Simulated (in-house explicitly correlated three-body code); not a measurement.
Computed with an exponentially correlated three-body code. Model: two electrons around a point charge, non-relativistic, variational in 260 exponentially correlated functions (energies converged to about 1e-7 hartree, or 1e-8 relative for large Z).

Command:
```bash
python run_hyl.py task.json out
```
Settings (lengths in bohr, energies in hartree):
```
Z                      2
screening              1.6
interaction_strength   1
functions              260
states_tried           1
```

Run time, properties included: 5.7 s on 1 thread of Intel(R) Xeon(R) Platinum 8488C (Sapphire Rapids), on a shared host.

**Ground state only, binding against the one-electron ion.**

Given: nuclear charge 2; Yukawa screening of all interactions 1.6 1/bohr.

Computed: one-electron threshold -0.178817218 hartree.

```csv
term,energy (hartree),binding (eV)
1 1S,-0.234612125,1.5183
```

**Converged states only, values per electron or pair (inverse distances are <exp(-kr)/r>).**

```csv
term,mean r (bohr),mean r squared (bohr²),mean inverse r (1/bohr),mean r12 (bohr),mean inverse r12 (1/bohr),mean cosine,mean p1 dot p2 (bohr⁻²),delta r1 (bohr⁻³),delta r12 (bohr⁻³)
1 1S,1.8427,5.6423,0.39413,2.8875,0.074849,-0.026422,0.024192,0.79114,0.022786
```
